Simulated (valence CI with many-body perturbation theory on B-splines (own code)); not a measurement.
# Sm L: key properties

Method: relativistic CI+MBPT: three valence electrons over a frozen Dirac-Fock core [Ne], a basis of 11 s, 11 p, 10 d, 8 f, 5 g, 2 h functions for each j, with the one-electron correlation potential Σ1 (screened to all orders), the two-electron term Σ2, the three-electron term Σ3, Breit, model QED; selected single and double excitations, second order for the rest, scaled by the run's own slope (own B-spline code, finite nucleus).

The last digits are not significant, and no measured levels were compared; by estimate large intervals hold to a few tenths of a per cent, small ones and those within an open d or f shell to about a per cent.

Levels are named by their leading jj configuration (3d3/2^4 stands for four electrons in 3d with j = 3/2), which in mixed levels can hold well under half, so a name can repeat and another be missing.

Rates and lifetimes use the calculated energies. Strong lines usually hold to 10 to 20 %, long lifetimes can be off by a factor of two.

(1) What is the ground level?

(2) Among levels below 156.19 Ry, which E1 lines absorb most strongly from the ground level?

(3) Where does the other parity begin?

(4) What is the ionisation energy?

(5) How well does LS coupling describe the low levels?

## Answers

(1) (3s^2 3p1/2) J=1/2, composition 99 % 3s2.3p 2P°, g = 0.654.

(2) to (3s^2 3d3/2) J=3/2 at 3.611 nm, f = 0.382; to (3s 3p1/2 4p1/2) J=3/2 at 0.5891 nm, f = 0.329; to (3s^2 4d3/2) J=3/2 at 0.5839 nm, f = 0.226.

(3) At (3s 3p1/2^2) J=1/2, 9.27 Ry.

(4) 4338.6 eV; NIST lists 4337 ± 4 eV (theoretical).

(5) Among the lowest 20 levels the leading LS term, summed over configurations, holds 66 % on average. For single configurations the figures are 64 % in LS and 93 % in jj coupling. Terms mix most in the J = 5/2 level at 35.28 Ry, where the leading one holds 38 %.
